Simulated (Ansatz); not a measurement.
Total energies of (4-tert-butylphenyl)diphenylsulfonium bromide (C22H23BrS) from Ansatz at PBE-D4/def2-TZVP, gas phase (1 Eh = 27.2114 eV = 2625.5 kJ/mol). The reference geometry is relaxed at PBE-D4/def2-SVP.

```tsv
state	geometry	energy (Eh)
charge 0 singlet	reference	-3823.20188
charge 1 doublet	reference	-3822.94047
charge -1 doublet	reference	-3823.22426
charge -1 doublet	relaxed at PBE-D4/def2-SVP	-3823.24146
free C atom (triplet)	–	-37.79597
free S atom (triplet)	–	-397.93833
free H atom (doublet)	–	-0.49962
free Br atom (doublet)	–	-2573.72072
```

Single mean-field runs in def2-TZVP are fitted with def2-universal-jkfit.

**Question.** Work out the vertical ionisation energy to the doublet.

**Answer.** E(charge 1 doublet) − E(charge 0 singlet) = -3822.94047 − (-3823.20188) = 0.26141 Eh = 7.11 eV. For comparison, −ε of the highest occupied level is 4.55 eV at this level, 2.56 eV less.

**Question.** Work out the vertical electron affinity, to the doublet.

**Answer.** E(charge 0 singlet) − E(charge -1 doublet) = -3823.20188 − (-3823.22426) = 0.02238 Eh = 0.61 eV. The basis lacks diffuse functions, which makes affinities too small.

**Question.** Give the fundamental gap IE − EA, the Mulliken electronegativity (IE + EA)/2 and the hardness (IE − EA)/2.

**Answer.** From the values in Eh: IE − EA = 0.26141 − 0.02238 = 0.23903 Eh = 6.50 eV; (IE + EA)/2 = 3.86 eV; (IE − EA)/2 = 3.25 eV. The HOMO–LUMO gap of the same run is 2.26 eV, 4.24 eV smaller than the fundamental gap.

**Question.** How much does the charge -1 doublet relax, and what is the adiabatic electron affinity?

**Answer.** Relaxation: -3823.22426 − (-3823.24146) = 0.01720 Eh = 0.47 eV. Adiabatic electron affinity: 0.03958 Eh = 1.08 eV, without zero-point energy. Bonds change on the way (1 lost, 0 formed), so the relaxed form is another species. 

**Question.** What is the binding energy per atom against free atoms?

**Answer.** Atoms: 22 × (-37.79597) + 1 × (-397.93833) + 23 × (-0.49962) + 1 × (-2573.72072) = -3814.66165 Eh. Binding: -3814.66165 − (-3823.20188) = 8.54023 Eh = 232.39 eV, or 4.94 eV for each of 47 atoms (no zero-point energy, no counterpoise term).

At PBE-D4/def2-TZVP the gap within one spin of the charge 1 doublet nearly closes, so an electron or hole may be smeared out by delocalisation error. At PBE-D4/def2-TZVP the gap within one spin of the charge -1 doublet nearly closes, so an electron or hole may be smeared out by delocalisation error. At PBE-D4/def2-TZVP the highest occupied level of the charge -1 doublet lies above zero (up to 1.16 eV). By energy differences its removal costs 0.61 eV (vertical, to the charge 0 singlet, at PBE-D4/def2-TZVP); self-interaction error and the lack of diffuse functions both raise the level. At PBE-D4/def2-TZVP the highest occupied level of the relaxed charge -1 doublet lies above zero (up to 0.35 eV). By energy differences its removal costs 1.08 eV (each at its own geometry, to the charge 0 singlet, at PBE-D4/def2-TZVP); self-interaction error and the lack of diffuse functions both raise the level.
